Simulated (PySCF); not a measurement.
## Löwdin shares of the frontier orbitals

Compound: C6H7F3O.
Cartesian coordinates in Å at the PBE0-D3(BJ)/def2-SVP level; atoms count from 1:
```xyz
17
C6H7F3O angstrom
F      2.8866   -0.4550    0.5779
C      2.2255    0.4977   -0.1015
F      2.6325    0.3916   -1.3772
F      2.6552    1.6787    0.3540
C      0.7521    0.3313    0.0158
C      0.0027    1.3098    0.5523
O     -1.3268    1.2784    0.6768
C     -1.9918    0.2170    0.0070
C     -1.2516   -1.0981    0.1502
C      0.1522   -0.9716   -0.4289
H      0.4345    2.2321    0.9467
H     -2.9998    0.1741    0.4409
H     -2.0875    0.4880   -1.0607
H     -1.8217   -1.8956   -0.3495
H     -1.1951   -1.3590    1.2199
H      0.7877   -1.8035   -0.0854
H      0.1331   -1.0330   -1.5312
```

Method: TDDFT CAM-B3LYP/def2-SVPD, vertical, gas phase, core orbitals frozen in the response (PySCF 2.14.0, density-fitted response routines).

Frontier orbitals with the atoms that hold most of them (Löwdin shares over 4%, at most four atoms; ? is withheld):

| orbital | ε (eV) | atoms |
| --- | --- | --- |
| HOMO-3 | -11.58 | C9 20%, C10 18%, C5 14%, H14 10% |
| HOMO-2 | -11.22 | C8 18%, C9 17%, O7 13%, H13 11% |
| HOMO-1 | -10.90 | O7 29%, C8 15%, C9 14%, C10 10% |
| HOMO | ? | ? |
| LUMO | 0.91 | ? |
| LUMO+1 | 1.26 | C6 20%, C5 13%, O7 12%, H16 6% |
| LUMO+2 | 1.82 | C2 12%, H12 11%, C8 9%, F3 8% |

Problem. Which atoms hold the LUMO, and with what shares?

Solution. C6 (bonded to C, O and H) 17%; C5 (bonded to 3 C) 13%; C8 (bonded to C, O and 2 H) 10%; O7 (bonded to 2 C) 8%. By element: carbon 40% or more, oxygen 8%.

Problem. Give the leading atoms of the HOMO.

Solution. C5 (bonded to 3 C) 33%; O7 (bonded to 2 C) 24%; C6 (bonded to C, O and H) 19%; C10 (bonded to 2 C and 2 H) 7%. By element: carbon 58% or more, oxygen 24%.

Problem. What is the HOMO energy, and the HOMO–LUMO gap?

Solution. ε(HOMO) = -8.41 eV; the gap is 9.32 eV (0.3423 hartree).

Problem. How does S1 compare with the orbital gap of 9.32 eV?

Solution. S1 is at 6.41 eV (f = 0.161), 2.91 eV below the gap, made of HOMO→LUMO (91%). 

Problem. One configuration dominates each of S1 and S2. Which, and how do the shares of the two leading atoms of either orbital change from the occupied to the empty one?

Solution. 
- S1 (6.41 eV, f 0.161), HOMO→LUMO (91%): C5 33% → 13%, O7 24% → 8%, C6 19% → 17%
- S2 (6.82 eV, f 0.078), HOMO→LUMO+1 (86%): C5 33% → 13%, O7 24% → 12%, C6 19% → 20%

One conformer stands for the species.
